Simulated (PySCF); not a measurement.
# Rh (rhodium, neutral) across methods

[Kr] 4d8 5p1, one real determinant (an excited configuration). Computed with PySCF 2.14 in x2c-TZVPPall (8s6p6d2f1g, 79 functions), with scalar relativity by spin-free X2C-1e.

```
   method  E (hartree)  mean ε 4d α (eV)  mean ε 4d β (eV)  mean ε 5p α (eV)  Σ⟨r²⟩ (bohr²)   ⟨S²⟩
      LDA     -4778.27            -8.266            -7.073            -2.103          62.40  3.750
    wB97X     -4783.60           -12.191           -11.091            -3.511          63.28  3.752
BHandHLYP     -4783.46           -11.362           -10.100            -2.697          63.57  3.752
      PBE     -4783.07            -8.112            -6.952            -2.040          62.99  3.751
  LC-wPBE     -4783.04           -12.566           -11.374            -3.846          63.28  3.751
     PBE0     -4783.14            -9.813            -8.553            -2.462          63.27  3.751
      UHF  -4781.07700           -14.197           -12.564            -3.303          65.25  3.754
   r2SCAN     -4783.48            -8.350            -7.149            -2.125          62.87  3.752
    HSE06     -4783.10            -9.398            -8.145            -2.144          63.23  3.751
```

⟨L²⟩ = 14.01 against 20 for a pure G term, so this real determinant mixes terms.
